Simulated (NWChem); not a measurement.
# Ionisation of F5V

SMILES: [F][V]([F])([F])([F])[F]
```xyz
6

V      0.0000     0.0000     0.0000
F     -1.7477     0.0000     0.0000
F      1.7477     0.0000     0.0000
F      0.0000     0.0000    -1.7118
F      0.0000     1.4825     0.8559
F      0.0000    -1.4825     0.8559
```
Charge 0, spin multiplicity 1.

The numbers come from NWChem runs, not from measurements. The geometry was optimised at PBE/def2-SVP, a minimum by its harmonic frequencies.

Basis set: def2-TZVP. −ε marks an orbital energy of the parent.

| method | first vertical ionisation energy (eV) | relative cost |
|---|---|---|
| −ε(HOMO) of HF | 17.96 | 1 |
| −ε(HOMO) of B3LYP | 12.03 | under 3 |
| −ε(HOMO) of M06-2X | 14.56 | under 3 |
| −ε(HOMO) of r2SCAN | 10.75 | under 3 |
| −ε(HOMO) of PBE | 10.20 | under 3 |
| G0W0@PBE0 | 14.08 | 5 |
| G0W0@B3LYP | 13.91 | 5 |
| G0W0@PBE | 12.96 | 10 |

The values span 7.76 eV, from −ε(HOMO) of PBE (lowest) to −ε(HOMO) of HF (highest). The cost column gives rough processor time relative to −ε(HOMO) of HF; each entry includes its own SCF.

B3LYP has NWChem's definition, with VWN1-RPA local correlation. GW and range-separated runs recompute their integrals, the others keep them in memory, which bears on the times. The structure started from a generated list of species.
